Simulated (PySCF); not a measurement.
# A PySCF run on BeGa⁺

State: ¹Σ⁺ (singlet), closed shell.

An equivalent input (the run itself took its basis sets from the Basis Set Exchange, started from a PBE0 density and held the occupation σ 6α 6β, πx 2α 2β, πy 2α 2β, δx 1α 1β, δy 1α 1β):

```python
from pyscf import gto, scf, cc
mol = gto.M(atom='Be 0 0 0; Ga 0 0 2.833', basis={'Be': 'cc-pVDZ', 'Ga': 'cc-pVDZ-PP'}, ecp={'Ga': 'cc-pVDZ-PP'},
            charge=1, spin=0, verbose=4, symmetry='C2v')
mf = scf.RHF(mol)
mf.irrep_nelec = {'A1': 14, 'A2': 2, 'B1': 4, 'B2': 4}
mf.conv_tol = 1e-9
mf.max_cycle = 60
mf.diis_space = 10
mf.kernel()
mycc = cc.CCSD(mf, frozen=[0, 2, 3, 4, 36])
mycc.run(conv_tol=1e-7, conv_tol_normt=1e-5, max_cycle=80, diis_space=8)
et = mycc.ccsd_t()
```

The SCF ended at -272.67303994 hartree. The coupled-cluster part of the log:

```
******** <class 'pyscf.cc.ccsd.CCSD'> ********
CC2 = 0
CCSD nocc = 8, nmo = 32
frozen orbitals [0, 2, 3, 4, 36]
max_cycle = 80
direct = 0
conv_tol = 1e-07
conv_tol_normt = 1e-05
diis_space = 8
diis_start_cycle = 0
diis_start_energy_diff = 1e+09
Init t2, MP2 energy = -272.743564915999  E_corr(MP2) -0.0705249768802898
Init E_corr(CCSD) = -0.070524976881938
cycle = 1  E_corr(CCSD) = -0.0865298427695603  dE = -0.0160048659  norm(t1,t2) = 0.070702
cycle = 2  E_corr(CCSD) = -0.0933244616105597  dE = -0.00679461884  norm(t1,t2) = 0.0347212
cycle = 3  E_corr(CCSD) = -0.0985831072923868  dE = -0.00525864568  norm(t1,t2) = 0.0190177
cycle = 4  E_corr(CCSD) = -0.0989327074347279  dE = -0.000349600142  norm(t1,t2) = 0.00406805
cycle = 5  E_corr(CCSD) = -0.0987623235363584  dE = 0.000170383898  norm(t1,t2) = 0.00179616
cycle = 6  E_corr(CCSD) = -0.0987843192360135  dE = -2.19956997e-05  norm(t1,t2) = 0.000517476
cycle = 7  E_corr(CCSD) = -0.0987824303832039  dE = 1.88885281e-06  norm(t1,t2) = 0.000187667
cycle = 8  E_corr(CCSD) = -0.098778990825408  dE = 3.4395578e-06  norm(t1,t2) = 8.15871e-05
cycle = 9  E_corr(CCSD) = -0.0987805300407604  dE = -1.53921535e-06  norm(t1,t2) = 2.7488e-05
cycle = 10  E_corr(CCSD) = -0.0987802038013059  dE = 3.26239454e-07  norm(t1,t2) = 1.18097e-05
cycle = 11  E_corr(CCSD) = -0.0987800926382958  dE = 1.1116301e-07  norm(t1,t2) = 4.95574e-06
cycle = 12  E_corr(CCSD) = -0.0987799298350198  dE = 1.62803276e-07  norm(t1,t2) = 1.51701e-06
cycle = 13  E_corr(CCSD) = -0.0987799396897399  dE = -9.85472014e-09  norm(t1,t2) = 5.78943e-07
CCSD converged
E(CCSD) = -272.7718198788087  E_corr = -0.09877993968973994
CCSD(T) correction = -0.00268504767360756
```

T1 diagnostic 0.008, D1 0.027, 16 electrons correlated, 1 of the virtual orbitals (those above 20 hartree) left out.

Repeating this along the bond gives Re = 2.865 Å and ωe = 214 cm⁻¹.

A point of this curve took 0.74 CPU seconds beside 0.25 for the integrals, on Arm Neoverse N1 (shared host).

Correlated steps freeze 4 core orbitals.
